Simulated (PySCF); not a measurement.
# TeCl4, singlet: computed properties

These are results of PBE/[Te def2-SVP with ECP28, Cl def2-SVP], scalar-relativistic core potentials, density fitting, no spin–orbit coupling, PySCF, not measurements.

The structure is a saddle point with 1 imaginary mode.

```
Point group                                                                   : C4v
Bond lengths                                                                  : Te–Cl 2.438 Å (×4)
Bond angles                                                                   : Cl–Te–Cl 84.4° (×4), Cl–Te–Cl 143.7° (×2)
Principal polarisabilities                                                    : 43.7, 103.8, 103.8 bohr³
Lowest empty level                                                            : -5.29 eV
Atomisation energy without zero-point energy                                  : 986 kJ/mol
Zero-point energy (real modes)                                                : 11.3 kJ/mol
Rotational constants                                                          : 0.04069, 0.04069, 0.02245 cm⁻¹
Principal quadrupole moments (Buckingham, traceless) about the centre of mass : -3.42, -3.42, 6.84 D Å
Dipole moment                                                                 : 2.11 D
Highest occupied level                                                        : -7.10 eV
```

Harmonic modes (masses in u: Te 129.906, Cl 34.969):
```tsv
symmetry	ω (cm⁻¹)	IR (km/mol, summed over degenerate members)	μ (u)	type
b1	50i	–	34.97	bend
a1	139	4.6	49.44	bend
e	152	8.3	39.32	bend
b2	174	0.0	34.97	bend
b1	282	0.0	34.97	stretch
a1	331	4.8	38.27	stretch
e	334	212	45.57	stretch
```

In C4v the vibrations span 2b1 + 2a1 + 2e + b2. The b1, b2 modes carry no infrared intensity, as symmetry demands.

Charges (e):
```tsv
atom	Mulliken	Löwdin	polar tensor	Mayer order to Te1
Te1	0.86	0.51	1.91	–
Cl2,3,4,5	-0.21	-0.13	-0.48	0.93
```

Mulliken populations on Te1 (electrons outside its core potential): s 3.91, p 8.82, d 10.41.

Other isomers or separated fragments may lie lower. At this level a singlet minimum of C2v symmetry lies 24 kJ/mol below this structure.

The final relaxation and frequency run took roughly 60 core-seconds on a shared host.
